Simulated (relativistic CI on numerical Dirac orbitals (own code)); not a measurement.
**Energy levels of Hf70+**

Computed by Dirac-Coulomb-Breit CI, KLI orbitals optimised for each configuration, model QED (radiative potential, 1s self-energy scaled to tabulated hydrogen-like ionisation energies), unscaled Slater integrals (own radial code, finite nucleus).

CI space: 1s2, 1s 2s, 1s 2p, 1s 3s, 1s 3p, 1s 3d, 1s 4s, 1s 4p, 1s 4d, 1s 4f, 1s 5s, 1s 5p, 1s 5d, 1s 5f, 1s 5g, 1s 6s, 1s 6p, 1s 6d, 2s2. Levels of other configurations are missing.

| No. | Configuration | Term | J | E (eV) | % | Next component (%) | Landé g |
| --- | --- | --- | --- | --- | --- | --- | --- |
| 1 | 1s2 | 1S | 0 | 0.0 | 100 |  |  |
| 2 | 1s 2s | 3S | 1 | 55578.6 | 100 |  | 1.878 |
| 3 | 1s 2p | 3P° | 1 | 55690.0 | 68 | 32 1P° | 1.215 |
| 4 | 1s 2s | 1S | 0 | 55722.7 | 100 |  |  |
| 5 | 1s 2p | 3P° | 0 | 55724.8 | 100 |  |  |
| 6 | 1s 2p | 3P° | 2 | 57081.4 | 100 |  | 1.424 |
| 7 | 1s 2p | 1P° | 1 | 57130.1 | 68 | 32 3P° | 1.166 |
| 8 | 1s 3s | 3S | 1 | 66309.3 | 100 |  | 1.892 |
| 9 | 1s 3p | 3P° | 1 | 66339.1 | 68 | 32 1P° | 1.229 |
| 10 | 1s 3s | 1S | 0 | 66347.7 | 100 |  |  |
| 11 | 1s 3p | 3P° | 0 | 66348.2 | 100 |  |  |
| 12 | 1s 3p | 3P° | 2 | 66753.3 | 100 |  | 1.439 |
| 13 | 1s 3d | 3D | 2 | 66763.0 | 60 | 40 1D | 1.038 |
| 14 | 1s 3d | 3D | 1 | 66766.8 | 100 |  | 0.528 |
| 15 | 1s 3p | 1P° | 1 | 66767.8 | 68 | 32 3P° | 1.191 |
| 16 | 1s 3d | 3D | 3 | 66882.7 | 100 |  | 1.288 |
| 17 | 1s 3d | 1D | 2 | 66885.5 | 60 | 40 3D | 1.082 |
| 18 | 1s 4s | 3S | 1 | 69992.0 | 100 |  | 1.897 |
| 19 | 1s 4p | 3P° | 1 | 70004.0 | 68 | 32 1P° | 1.234 |
| 20 | 1s 4s | 1S | 0 | 70007.6 | 100 |  |  |
| 21 | 1s 4p | 3P° | 0 | 70007.7 | 100 |  |  |
| 22 | 1s 4p | 3P° | 2 | 70177.6 | 100 |  | 1.445 |
| 23 | 1s 4d | 3D | 2 | 70181.7 | 60 | 40 1D | 1.044 |
| 24 | 1s 4d | 3D | 1 | 70183.3 | 100 |  | 0.537 |
| 25 | 1s 4p | 1P° | 1 | 70183.7 | 68 | 32 3P° | 1.200 |
| 26 | 1s 4d | 3D | 3 | 70232.4 | 100 |  | 1.294 |
| 27 | 1s 4f | 3F° | 3 | 70232.7 | 57 | 43 1F° | 1.007 |
| 28 | 1s 4f | 3F° | 2 | 70233.4 | 100 |  | 0.689 |
| 29 | 1s 4d | 1D | 2 | 70233.7 | 60 | 40 3D | 1.090 |
| 30 | 1s 4f | 3F° | 4 | 70257.3 | 100 |  | 1.218 |

Energies count from the lowest computed level; ° marks odd parity.

The mean weight of the leading LS term, summed over parents, in these 30 levels is 87 %, and that of the leading jj configuration (from the same eigenvectors) 100 %, so jj coupling describes them better and the LS labels are nominal.

At this charge energies of transitions that change n are usually good to better than 1 %, and those within a shell (Δn = 0) to a few per cent.

LS names give the leading component of a level, which can be under half, so a name can repeat, a term be missing and a line seem to break the LS rules.
